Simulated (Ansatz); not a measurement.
Total energies of La(N(SiH3)2)3 (LaSi₆N₃H₁₈) from Ansatz at PBE-D4/def2-SVP, gas phase (1 Eh = 27.2114 eV = 2625.5 kJ/mol). The reference geometry is relaxed at PBE-D4/def2-SVP.

```xyz
28

La   -0.012    0.585    0.424
N     1.786   -0.789    1.170
Si    2.511    0.187    2.384
Si    2.165   -2.390    0.595
H     2.445   -0.311    3.805
H     1.583    1.436    2.345
H     3.897    0.717    2.117
H     3.519   -2.477   -0.066
H     1.122   -2.752   -0.437
H     2.123   -3.434    1.685
N     0.327    1.323   -1.816
Si    0.327    3.031   -1.637
Si    0.572    0.301   -3.206
H     1.616    3.759   -1.921
H     0.114    3.163   -0.101
H    -0.812    3.799   -2.258
H    -0.495    0.470   -4.262
H     0.524   -1.130   -2.723
H     1.909    0.523   -3.873
N    -2.125   -0.481    0.697
Si   -2.687   -1.879   -0.177
Si   -2.885    0.513    1.874
H    -2.955   -3.067    0.714
H    -1.598   -2.267   -1.149
H    -3.945   -1.614   -0.970
H    -4.096    1.300    1.440
H    -1.774    1.575    2.119
H    -3.157   -0.091    3.228
```

```json
{"state": "charge 0 singlet", "geometry": "reference", "energy (Eh)": "-1942.06433"}
{"state": "charge 1 doublet", "geometry": "reference", "energy (Eh)": "-1941.77683"}
{"state": "charge -1 doublet", "geometry": "reference", "energy (Eh)": "-1942.08429"}
{"state": "charge 0 triplet", "geometry": "relaxed at PBE-D4/def2-SVP", "energy (Eh)": "-1941.94470"}
```

In the def2 sets La takes a core potential; there is no spin–orbit coupling.

**Question.** Work out the vertical ionisation energy to the doublet.

**Answer.** E(charge 1 doublet) − E(charge 0 singlet) = -1941.77683 − (-1942.06433) = 0.28750 Eh = 7.82 eV. For comparison, −ε of the highest occupied level is 5.89 eV at this level, 1.93 eV less.

**Question.** Work out the vertical electron affinity, to the doublet.

**Answer.** E(charge 0 singlet) − E(charge -1 doublet) = -1942.06433 − (-1942.08429) = 0.01996 Eh = 0.54 eV. The basis lacks diffuse functions, which makes affinities too small.

**Question.** Give the fundamental gap IE − EA, the Mulliken electronegativity (IE + EA)/2 and the hardness (IE − EA)/2.

**Answer.** From the values in Eh: IE − EA = 0.28750 − 0.01996 = 0.26754 Eh = 7.28 eV; (IE + EA)/2 = 4.18 eV; (IE − EA)/2 = 3.64 eV. The HOMO–LUMO gap of the same run is 3.67 eV, 3.61 eV smaller than the fundamental gap.

**Question.** Which of the charge 0 states is lowest, and how far above it are the others?

**Answer.** The singlet. triplet: -1941.94470 − (-1942.06433) = 0.11963 Eh = 314.1 kJ/mol.

At PBE-D4/def2-SVP the highest occupied level of the charge -1 doublet lies above zero (up to 1.29 eV). By energy differences its removal costs 0.54 eV (vertical, to the charge 0 singlet, at PBE-D4/def2-SVP); self-interaction error and the lack of diffuse functions both raise the level.
